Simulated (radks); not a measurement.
Values are calculated unless marked as measured or tabulated.
These are the eigenvalues of the occupied orbitals of an atom or ion with whole-number occupations (hartree). Code: a radial shooting solver on a logarithmic mesh with Libxc functionals. Model: scalar-relativistic Kohn-Sham, SCAN, spin-unpolarised, spherical densities, finite nucleus; meta-GGA in the generalised Kohn-Sham scheme; Fermi nuclear charge, rms radius of each element as measured or else 0.836 A^(1/3) + 0.57 fm.

1s: -6.75674
2s: -0.36330
2p: -0.12674

Which element is it, and in what charge state? The configuration may be excited.

Answer. Z = 5, boron, charge 0: B in [He] 2s2 2p1. The list shows which subshells hold electrons but not how many an open one holds; the 1s level, -6.7567 hartree, gives Z - s = 3.7 by -(Z - s)^2/2, which with screening and relativity narrows Z to a few neighbours, and the depths of the outer levels then fix element, charge and occupations together.
